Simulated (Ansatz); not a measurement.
ClGeH₅OSi, SMILES `Cl[SiH2][O][GeH3]` from Hartree–Fock to CCSD(T)

Cartesian coordinates in Å:
```
Cl -1.586 0.768 -1.826
Si -0.296 1.472 -0.379
O 0.039 0.308 0.691
Ge 0.401 -1.437 0.584
H 0.920 1.919 -1.097
H -0.967 2.588 0.318
H 1.375 -1.653 -0.584
H -0.923 -2.177 0.360
H 1.037 -1.788 1.933
```

Total charge 0; spin multiplicity 1. Correlated methods include outer-core shells of Ge, which these sets cover unevenly. Scalar relativity is left out up to krypton. The structure was optimised at the PBE0-D4/def2-TZVP level. It is one conformer, not always the lowest. Frozen core, restricted reference, Ansatz 0.2.0.

```
     basis      HF (Eh)  MP2 corr.  CCSD corr.       (T)  CCSD(T) total
  def2-SVP  -2901.12676          ?           ?  -0.01602              ?
def2-TZVPP  -2901.75796          ?    -0.84791  -0.03093              ?
def2-QZVPP            ?   -1.11867           –         –              –
```

Fill in the withheld values. (An estimate is asked.)

Ansatz gave: def2-SVP MP2 corr.: -0.64569; def2-SVP CCSD corr.: -0.68391; def2-SVP CCSD(T) total: -2901.82669; def2-TZVPP MP2 corr.: -0.80656; def2-TZVPP CCSD(T) total: -2902.63680; def2-QZVPP HF (Eh): -2901.82675.
